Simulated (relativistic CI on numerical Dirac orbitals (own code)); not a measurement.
## Ti4+ in a cubic cluster: L2,3 absorption with charge transfer

Computed with a charge-transfer multiplet model of a cubic metal-ligand cluster with up to 2 ligand holes, Slater and spin-orbit integrals from Dirac-Coulomb-Breit ions, Slater integrals scaled by 0.7. The ground state mixes d0 with configurations of k ligand holes L, whose averages lie at kΔ + k(k − 1)U_dd/2; a core hole lowers each added d electron by U_cd. 300 K, Lorentzian 0.4 eV and Gaussian 0.3 eV FWHM.

Atomic integrals in eV (Slater integrals scaled, ζ unscaled), ground: F2dd 5.756, F4dd 3.579, zeta_d 0.013; with the core hole: F2dd 5.756, F4dd 3.579, zeta_d 0.032, zeta_core 3.741, F2cd 4.433, G1cd 3.312, G3cd 1.881. Where a configuration has fewer than two d electrons, the dd integrals are those of d2.

Cluster parameters (eV): Δ = 3.7, U_dd = 5.1, U_cd = 6, 10Dq(ligand) = 0.3, V(eg) = 1.35, V(t2g) = -0.68, final-state hopping factor = 1.

```tsv
Case	n_d	d0	d1L	d2L2	S
10Dq = 1.55 eV	0.34	0.69	0.29	0.02	0.00
10Dq = 1.85 eV	0.33	0.69	0.29	0.02	0.00
10Dq = 2.15 eV	0.33	0.69	0.29	0.02	0.00
```

Weights, n_d and S are thermal averages at 300 K. Photon energies count from the first peak over 30 % of the highest in each spectrum, which can be another peak from case to case. The parameters are a model scan and need not match a compound or its usual spin state. Peaks in eV (height, largest 100):
- 10Dq = 1.55 eV: -2.0 (22), 0.0 (73), 2.0 (8), 3.5 (31), 5.5 (100)
- 10Dq = 1.85 eV: 0.0 (31), 2.3 (78), 4.2 (10), 5.5 (44), 6.5 (18), 7.8 (100)
- 10Dq = 2.15 eV: 0.0 (36), 2.5 (78), 4.3 (11), 5.5 (55), 6.9 (18), 8.1 (100)

A d0 ion has no d-d gap: its lowest excitations are ligand-to-metal charge transfer. With the core hole the configuration with one ligand hole lies at Δ + U_dd − U_cd = 2.8 eV above the one without, against Δ in the ground state. The added d electron screens the hole, so the order of the configurations is kept and charge-transfer satellites are weaker than in photoemission.
